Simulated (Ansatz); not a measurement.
`[GeH3][NH][GeH3]` + `[SiH3][SeH]` → `[SiH3][Se][GeH3]` + `[NH2][GeH3]`  (ligand exchange at a Ge–N bond)

Gas-phase electronic energies from Ansatz, PBE0-D4/def2-TZVP geometries. CCSD(T)/CBS adds triple-zeta CCSD(T) − MP2 to the extrapolated MP2 energy (def2 sets, frozen cores). DFT in def2-TZVPP. For Ge, Se outer-core shells are correlated without core-valence functions, which leaves a few kJ/mol of doubt a bond. Scalar relativity is left out up to krypton.

`[GeH3][NH][GeH3]`:

Cartesian coordinates in Å:
```
Ge -0.521 0.532 1.445
N -0.524 -0.532 -0.052
Ge 0.623 -0.311 -1.469
H 0.655 0.230 2.402
H -1.844 0.304 2.197
H -0.407 1.982 0.950
H -0.765 -1.496 0.132
H 2.058 -0.803 -1.171
H 0.661 1.195 -1.770
H 0.064 -1.102 -2.664
```

`[SiH3][SeH]`:

Z-matrix (Å, degrees):
```
Si
Se 1 2.279
H 1 1.484 2 111.4
H 1 1.484 2 111.5 3 -122.1
H 1 1.483 2 104.9 3 119.0
H 2 1.469 1 93.0 3 60.4
```

`[SiH3][Se][GeH3]`:

Cartesian coordinates in Å:
```
Si -0.639 -0.923 -1.279
Se -0.662 -1.077 0.989
Ge 0.611 0.876 1.338
H -1.274 0.342 -1.732
H -1.407 -2.085 -1.788
H 0.751 -0.967 -1.801
H -0.117 2.086 0.733
H 0.744 1.026 2.858
H 1.992 0.720 0.683
```

`[NH2][GeH3]`:

Z-matrix (Å, degrees):
```
Ge
N 1 1.843
H 1 1.536 2 106.9
H 1 1.548 2 114.5 3 -120.5
H 1 1.536 2 106.8 3 119.0
H 2 1.011 1 113.7 3 59.1
H 2 1.011 1 113.6 3 -176.9
```

| species | CAM-B3LYP-D4 energy (Eh) |
| --- | --- |
| `[GeH3][NH][GeH3]` | -4213.21235 |
| `[SiH3][SeH]` | -2693.60532 |
| `[SiH3][Se][GeH3]` | -4771.95431 |
| `[NH2][GeH3]` | -2134.88335 |

**Question.** Work out ΔE.

**Answer.** ΔE = (-4771.95431) + (-2134.88335) − (-4213.21235) − (-2693.60532) = -0.01999 Eh = -52.5 kJ/mol. CCSD(T)/CBS gives -55.6 kJ/mol.

Largest T1 diagnostic among the species: 0.011.

Leaving LDA and LC-ωPBE aside and taking each functional with its dispersion term where it has one, the values, not all of them listed here, spread over 11.2 kJ/mol, from PBE-D4 to CAM-B3LYP-D4. LDA lies +4.5 kJ/mol from PBE without D4. At CCSD(T), def2-SVP lies +13.2 kJ/mol from the extrapolated value and def2-TZVPP +4.3 kJ/mol.
